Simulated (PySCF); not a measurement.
Br3Pb, charge -1, singlet, at a GFN2-xTB geometry (such geometries of metal compounds can be far from the true shape) (core potentials on Pb); DF-B3LYP/def2-SV(P) in PySCF.

PySCF was given this input:
```python
from pyscf import gto, scf, dft

mol = gto.M(
    atom='''
Pb    0.00381371   -0.00015158    0.64375725
Br    0.60057734   -2.35520043   -0.50687391
Br    1.73497476    1.70048433   -0.51263926
Br   -2.34448708    0.65507125   -0.48871810
''',
    basis='def2-sv(p)',
    ecp={'Pb': 'def2-sv(p)'},
    charge=-1,
    verbose=4,
)

mf = dft.RKS(mol)
mf.xc = 'b3lyp'
mf = mf.density_fit(auxbasis='def2-universal-jkfit')
mf.kernel()
```

Task: Write the output that PySCF gives for this input, abridged.

Result: 
```
PySCF version 2.14.0

[INPUT] verbose = 4
[INPUT] num. atoms = 4
[INPUT] num. electrons = 128
[INPUT] charge = -1
[INPUT] spin (= nelec alpha-beta = 2S) = 0
[INPUT] symmetry False subgroup None
[INPUT] Mole.unit = angstrom
[INPUT] Symbol           X                Y                Z      unit          X                Y                Z       unit  Magmom
[INPUT]  1 Pb     0.003813710000  -0.000151580000   0.643757250000 AA    0.007206867419  -0.000286444686   1.216524893203 Bohr   0.0
[INPUT]  2 Br     0.600577340000  -2.355200430000  -0.506873910000 AA    1.134926689220  -4.450683781158  -0.957852869587 Bohr   0.0
[INPUT]  3 Br     1.734974760000   1.700484330000  -0.512639260000 AA    3.278627129433   3.213449662815  -0.968747802100 Bohr   0.0
[INPUT]  4 Br    -2.344487080000   0.655071250000  -0.488718100000 AA   -4.430438483781   1.237905254576  -0.923543361118 Bohr   0.0

nuclear repulsion = 916.512652086951
number of shells = 46
number of NR pGTOs = 283
number of NR cGTOs = 122
basis = def2-sv(p)
ecp = {'Pb': 'def2-sv(p)'}

******** <class 'pyscf.df.df_jk.DFRKS'> ********
method = DFRKS
initial guess = minao
damping factor = 0
level_shift factor = 0
DIIS = <class 'pyscf.scf.diis.CDIIS'>
diis_start_cycle = 1
diis_space = 8
diis_damp = 0
SCF conv_tol = 1e-09
SCF conv_tol_grad = None
SCF max_cycles = 50
direct_scf = False
XC library pyscf.dft.libxc version 7.1.2
    S. Lehtola, C. Steigemann, M. J. T. Oliveira, and M. A. L. Marques,  SoftwareX 7, 1–5 (2018)
XC functionals = b3lyp
    P. J. Stephens, F. J. Devlin, C. F. Chabalowski, and M. J. Frisch,  J. Phys. Chem. 98, 11623 (1994)
radial grids:
    Treutler-Ahlrichs [JCP 102, 346 (1995); DOI:10.1063/1.469408] (M4) radial grids

becke partition: Becke, JCP 88, 2547 (1988); DOI:10.1063/1.454033
pruning grids: <function nwchem_prune>
grids dens level: 3
symmetrized grids: False
atomic radii adjust function: <function treutler_atomic_radii_adjust>
small_rho_cutoff = 0
Set gradient conv threshold to 3.16228e-05
Initial guess from minao.
tot grids = 84504
******** <class 'pyscf.df.df.DF'> ********
auxbasis = def2-universal-jkfit
init E= -7887.58653762832
  HOMO = -0.595144694117789  LUMO = -0.536468523013322  gap/eV = 1.59666
cycle= 1 E= -7912.76594855933  delta_E= -25.2  |g|= 2.48  |ddm|= 13.6
  HOMO = 0.311611395974186  LUMO = 0.365957924461224  gap/eV = 1.47884
cycle= 2 E= -7910.75993667844  delta_E= 2.01  |g|= 4.26  |ddm|= 9.24
  HOMO = -0.0147333802356826  LUMO = 0.187612530725635  gap/eV = 5.50611
cycle= 3 E= -7914.6588960018  delta_E= -3.9  |g|= 0.621  |ddm|= 5.55
  HOMO = -0.0764534840328494  LUMO = 0.0918206214341463  gap/eV = 4.57897
cycle= 4 E= -7914.79769986426  delta_E= -0.139  |g|= 0.251  |ddm|= 1.44
  HOMO = -0.0880511147766873  LUMO = 0.0966392287303848  gap/eV = 5.02568
cycle= 5 E= -7914.81857973969  delta_E= -0.0209  |g|= 0.0486  |ddm|= 0.398
  HOMO = -0.0848423016512922  LUMO = 0.100919906388014  gap/eV = 5.05485
cycle= 6 E= -7914.81880555311  delta_E= -0.000226  |g|= 0.011  |ddm|= 0.0496
  HOMO = -0.0849413083112444  LUMO = 0.100979028779943  gap/eV = 5.05915
cycle= 7 E= -7914.81882660104  delta_E= -2.1e-05  |g|= 0.0018  |ddm|= 0.0097
  HOMO = -0.0848250272731778  LUMO = 0.10104818894675  gap/eV = 5.05787
cycle= 8 E= -7914.8188277048  delta_E= -1.1e-06  |g|= 0.000453  |ddm|= 0.00393
  HOMO = -0.0848524428789443  LUMO = 0.101019169967288  gap/eV = 5.05782
cycle= 9 E= -7914.81882777522  delta_E= -7.04e-08  |g|= 6.5e-05  |ddm|= 0.00075
  HOMO = -0.0848571611572359  LUMO = 0.101017818463057  gap/eV = 5.05792
cycle= 10 E= -7914.81882777644  delta_E= -1.22e-09  |g|= 1.06e-05  |ddm|= 0.000106
  HOMO = -0.0848561499294633  LUMO = 0.10101888068954  gap/eV = 5.05792
cycle= 11 E= -7914.81882777651  delta_E= -6.55e-11  |g|= 1.41e-06  |ddm|= 2.09e-05
  HOMO = -0.0848561404188962  LUMO = 0.101018816505219  gap/eV = 5.05792
Extra cycle  E= -7914.81882777651  delta_E= 3.64e-12  |g|= 8.08e-07  |ddm|= 4.48e-06
converged SCF energy = -7914.81882777651
```
